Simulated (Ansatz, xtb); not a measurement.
Relaxing a trial structure of BrClGaH3Si

The starting geometry of this gas-phase singlet was built from a drawn formula by distance geometry; its bonds are those of `[Cl][GaH][SiH2]Br`.

```csv
atom,x (Å),y (Å),z (Å)
Br,-0.7967,-1.0783,0.5203
Cl,-3.1733,3.5559,0.2138
Ga,-2.2202,1.9998,-1.4558
Si,-0.3323,0.9130,-0.5063
H,-2.0363,2.9497,-2.4934
H,0.9594,0.8115,-1.3228
H,-0.0356,1.8669,0.6299
```

Question: Where would you expect an optimisation with r2SCAN-D4/def2-SVP to take it?

Answer: It keeps its bonds, and is `[Cl][GaH][SiH2]Br`. Distances that change by over a tenth: Cl2–Ga3 (2.47 → 2.16 Å).

The energy falls by 1.42 eV over 18 steps:

| step | E − E(last) (eV) |
| --- | --- |
| 1 | 1.424 |
| 3 | 0.195 |
| 5 | 0.048 |
| 7 | 0.009 |
| 9 | 0.005 |
| 10 | 0.004 |
| 12 | 0.001 |
| 14 | 0.000 |
| 16 | 0.000 |
| 18 | 0.000 |

Final geometry (Å):

```xyz
7

Br   -1.1149   -0.9182   -0.1004
Cl   -3.0449    3.6459    0.1001
Ga   -1.9851    2.3498   -1.2685
Si   -0.1694    1.1192   -0.3116
H    -2.6082    2.2696   -2.6936
H     1.0343    0.9751   -1.1823
H     0.2532    1.5771    1.0419
```

From the same start GFN2-xTB ends elsewhere, differing in Br1–Ga3 (2.40 against 3.58 Å here), Br1–Si4 (2.83 against 2.26 Å here).

No frequencies were run, so the end isn't proven a minimum. Run with Ansatz 0.2.0, 50 s on 2 threads of Intel(R) Xeon(R) Platinum 8375C CPU @ 2.90GHz (Ice Lake), with other jobs on the host.
